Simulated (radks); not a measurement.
Values are calculated unless marked as measured or tabulated.
Spherical quantum dot in the effective-mass picture: electrons in a parabolic well V = omega^2 r^2 / 2 with omega = 0.348, all in effective atomic units (hartree* = m*/eps^2 hartree, bohr* = eps/m* bohr), one dielectric constant everywhere. Level of theory: non-relativistic Kohn-Sham, LDA (Slater exchange, Perdew-Wang correlation), spin-polarised, spherical densities (a radial shooting solver with Libxc functionals). Levels are named by radial order and angular momentum (1s, 1p, 1d, 2s, ...), and open shells are averaged over m. Results are scaled to m* = 0.069 and eps = 9.5, for which hartree* = 20.8 meV and bohr* = 7.286 nm.

N = 11, configuration 1s2 1p6 1d(up 3, down 0). This is the lowest configuration that the search found. Occupied and some empty levels:

| level | occupation | eigenvalue (meV) | <r> (nm) |
|---|---|---|---|
| 1s up | 1 | 70.116 | 21.41 |
| 1s down | 1 | 70.607 | 20.94 |
| 1p up | 3 | 73.233 | 25.91 |
| 1p down | 3 | 73.862 | 25.76 |
| 1d up | 3 | 76.997 | 29.12 |
| 1d down | 0 | 77.668 | 29.15 |
| 2s up | 0 | 78.395 | 24.66 |
| 2s down | 0 | 78.784 | 24.93 |
| 1f up | 0 | 81.276 | 31.73 |
| 1f down | 0 | 81.938 | 31.86 |
| 2p up | 0 | 83.133 | 28.17 |
| 2p down | 0 | 83.542 | 28.27 |

Energy (meV): total 511.620, kinetic 57.341, external 191.28, Hartree 318.13, exchange-correlation -55.128.
